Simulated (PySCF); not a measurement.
# GaB at PBE0

Computed with PBE0; basis Ga def2-TZVPP, B def2-TZVPP; no relativity; PySCF 2.14.

```
state                                           : ³Σ⁻ (triplet), unpaired electrons π ↑↑, a second solution, started from another occupation
bond length                                     : 2.033 Å
harmonic wavenumber                             : 538 cm⁻¹
force constant                                  : 1.62 mdyn/Å
rotational constant Be                          : 0.4296 cm⁻¹
anharmonicity ωexe                              : 3.72 cm⁻¹
vibration–rotation constant αe                  : 0.00409 cm⁻¹
energy of the minimum from ground-state Ga + B  : -1.99 eV
bond order (Mayer)                              : 1.72
dipole moment (positive dipole means Ga(−)B(+)) : -1.73 D
```

Spin–orbit coupling is left out.
